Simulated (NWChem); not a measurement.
System: AuH2OCl; SMILES [OH2]->[Au][Cl]

The following NWChem deck was run.

```
start job
memory heap 200 mb stack 900 mb global 1100 mb
geometry units angstroms
  Au    -0.007969    -0.124863     0.085964
  Cl     0.028759     1.706246    -1.180980
  O     -0.020123    -1.963600     1.360855
  H      0.391554    -1.778223     2.210905
  H      0.473635    -2.667669     0.928513
end
basis spherical
  * library def2-svp
end
ecp
  Au library def2-ecp
end
dft
  xc pbe0
  iterations 150
end
driver
  maxiter 120
end
task dft optimize
dft
  grid fine
  convergence energy 1d-8 density 1d-7
end
task dft freq numerical
```

Output (shortened):

```
             Northwest Computational Chemistry Package (NWChem) 7.3.0
             --------------------------------------------------------

 CS  symmetry detected

                             Geometry "geometry" -> ""
                             -------------------------

 Output coordinates in angstroms (scale by  1.889725989 to convert to a.u.)

  No.       Tag          Charge          X              Y              Z
 ---- ---------------- ---------- -------------- -------------- --------------
    1 Au                  79.0000    -0.01292268     0.13979597     0.00000000
    2 Cl                  17.0000     0.01771185    -2.08697695     0.00000000
    3 O                    8.0000    -0.01887341     2.37729744     0.00000000
    4 H                    1.0000     0.43538896     2.70817355     0.78140562
    5 H                    1.0000     0.43538896     2.70817355    -0.78140562

 Effective nuclear repulsion energy (a.u.)     528.2582750948

      Symmetry information
      --------------------

 Group name             Cs
 Group number              2
 Group order               2
 No. of unique centers     4

                                Z-matrix (autoz)
                                --------

 Units are Angstrom for bonds and degrees for angles

      Type          Name      I     J     K     L     M      Value
      ----------- --------  ----- ----- ----- ----- ----- ----------
    1 Stretch                  1     2                       2.22698
    2 Stretch                  1     3                       2.23751
    3 Stretch                  3     4                       0.96251
    4 Stretch                  3     5                       0.96251
    5 Bend                     1     3     4               110.02969
    6 Bend                     1     3     5               110.02969
    7 Bend                     2     3     4               109.86982
    8 Bend                     2     3     5               109.86982
    9 Bend                     4     3     5               108.55228
   10 Torsion                  2     1     4     3         178.37255
   11 Torsion                  2     1     5     3        -178.37255

                           NWChem Geometry Optimization
                           ----------------------------

 maximum gradient threshold         (gmax) =   0.000450
 rms gradient threshold             (grms) =   0.000300
 maximum cartesian step threshold   (xmax) =   0.001800
 rms cartesian step threshold       (xrms) =   0.001200
 fixed trust radius                (trust) =   0.300000
 source of zmatrix                         =   autoz

          -------------------
          Energy Minimization
          -------------------

 Using diagonal initial Hessian
 Scaling for Hessian diagonals: bonds = 1.00  angles = 0.25  torsions = 0.10

          --------
          Step   0

                                 NWChem DFT Module
                                 -----------------

 Summary of "ao basis" -> "ao basis" (spherical)
 ------------------------------------------------------------------------------
       Tag                 Description            Shells   Functions and Types
 ---------------- ------------------------------  ------  ---------------------
 Au                         def2-svp                12       32   6s3p2d1f
 Cl                         def2-svp                 8       18   4s3p1d
 O                          def2-svp                 6       14   3s2p1d
 H                          def2-svp                 3        5   2s1p

      Symmetry analysis of basis
      --------------------------

        a'         50
        a"         24

            General Information
            -------------------
          SCF calculation type: DFT
          Wavefunction type:  closed shell.
          No. of atoms     :     5
          No. of electrons :    46
           Alpha electrons :    23
            Beta electrons :    23
          Charge           :     0
          Spin multiplicity:     1
          Use of symmetry is: on ; symmetry adaption is: on
          Maximum number of iterations: 150
          AO basis - number of functions:    74
                     number of shells:    32
          Convergence on energy requested:  1.00D-06
          Convergence on density requested:  1.00D-05
          Convergence on gradient requested:  5.00D-04

[...]

      ----------------------
      Optimization converged
      ----------------------

  Step       Energy      Delta E   Gmax     Grms     Xrms     Xmax
  ---- ---------------- -------- -------- -------- -------- --------
@    6    -671.96204289 -3.0D-07  0.00019  0.00006  0.00033  0.00066
                                     ok       ok       ok       ok

                                Z-matrix (autoz)
                                --------

 Units are Angstrom for bonds and degrees for angles

      Type          Name      I     J     K     L     M      Value     Gradient
      ----------- --------  ----- ----- ----- ----- ----- ---------- ----------
    1 Stretch                  1     2                       2.23775   -0.00019
    2 Stretch                  1     3                       2.16411   -0.00004
    3 Stretch                  3     4                       0.96621   -0.00002
    4 Stretch                  3     5                       0.96621   -0.00002
    5 Bend                     1     3     4               112.39539   -0.00000
    6 Bend                     1     3     5               112.39539   -0.00000
    7 Bend                     2     3     4               112.41799   -0.00000
    8 Bend                     2     3     5               112.41799   -0.00000
    9 Bend                     4     3     5               106.13500   -0.00000
   10 Torsion                  2     1     4     3        -179.76955   -0.00001
   11 Torsion                  2     1     5     3         179.76955    0.00001

                         Geometry "geometry" -> "geometry"
                         ---------------------------------

 Output coordinates in angstroms (scale by  1.889725989 to convert to a.u.)

  No.       Tag          Charge          X              Y              Z
 ---- ---------------- ---------- -------------- -------------- --------------
    1 Au                  79.0000    -0.00067600     0.16992195     0.00000000
    2 Cl                  17.0000     0.01125965    -2.06779861     0.00000000
    3 O                    8.0000    -0.01556099     2.33398026     0.00000000
    4 H                    1.0000     0.43083550     2.70517998     0.77233096
    5 H                    1.0000     0.43083550     2.70517998    -0.77233096

 Effective nuclear repulsion energy (a.u.)     532.4278532867

      Symmetry information
      --------------------

 Group name             Cs
 Group number              2
 Group order               2
 No. of unique centers     4

                Final and change from initial internal coordinates
                --------------------------------------------------

                                Z-matrix (autoz)
                                --------

 Units are Angstrom for bonds and degrees for angles

[...]

 Rotational Constants
 --------------------
 A=  10.679711 cm-1  ( 15.365379 K)
 B=   0.065491 cm-1  (  0.094225 K)
 C=   0.065281 cm-1  (  0.093923 K)

 Temperature                      =   298.15K
 frequency scaling parameter      =   1.0000

 Zero-Point correction to Energy  =   16.424 kcal/mol  (  0.026174 au)
 Thermal correction to Energy     =   19.734 kcal/mol  (  0.031448 au)
 Thermal correction to Enthalpy   =   20.326 kcal/mol  (  0.032392 au)

 Total Entropy                    =   74.968 cal/mol-K
   - Translational                =   42.430 cal/mol-K (mol. weight = 249.9460)
   - Rotational                   =   23.074 cal/mol-K (symmetry #  =        1)
   - Vibrational                  =    9.465 cal/mol-K

 Cv (constant volume heat capacity) =   15.124 cal/mol-K
   - Translational                  =    2.979 cal/mol-K
   - Rotational                     =    2.979 cal/mol-K
   - Vibrational                    =    9.165 cal/mol-K

[normal modes left out]

 ----------------------------------------------------------------------------
 Normal Eigenvalue ||           Projected Infra Red Intensities
  Mode   [cm**-1]  || [atomic units] [(debye/angs)**2] [(KM/mol)] [arbitrary]
 ------ ---------- || -------------- ----------------- ---------- -----------
    1       -0.000 ||    0.001532           0.035         1.494       0.312
    2       -0.000 ||    0.001363           0.031         1.329       0.278
    3        0.000 ||    0.000069           0.002         0.067       0.014
    4        0.000 ||    0.000895           0.021         0.873       0.182
    5        0.000 ||    0.010716           0.247        10.446       2.183
    6        0.000 ||    0.062038           1.431        60.478      12.639
    7      117.716 ||    0.000404           0.009         0.394       0.082
    8      118.218 ||    0.006634           0.153         6.467       1.351
    9      348.743 ||    0.000304           0.007         0.296       0.062
   10      393.497 ||    0.030722           0.709        29.950       6.259
   11      500.715 ||    0.257392           5.938       250.919      52.437
   12      643.921 ||    0.005953           0.137         5.803       1.213
   13     1613.067 ||    0.073253           1.690        71.410      14.923
   14     3832.664 ||    0.112296           2.591       109.472      22.877
   15     3925.829 ||    0.172718           3.985       168.374      35.187
 ----------------------------------------------------------------------------
```

Level: PBE0/def2-SVP with def2 effective core potentials on Au. def2 effective core potentials on Au; no spin-orbit coupling.
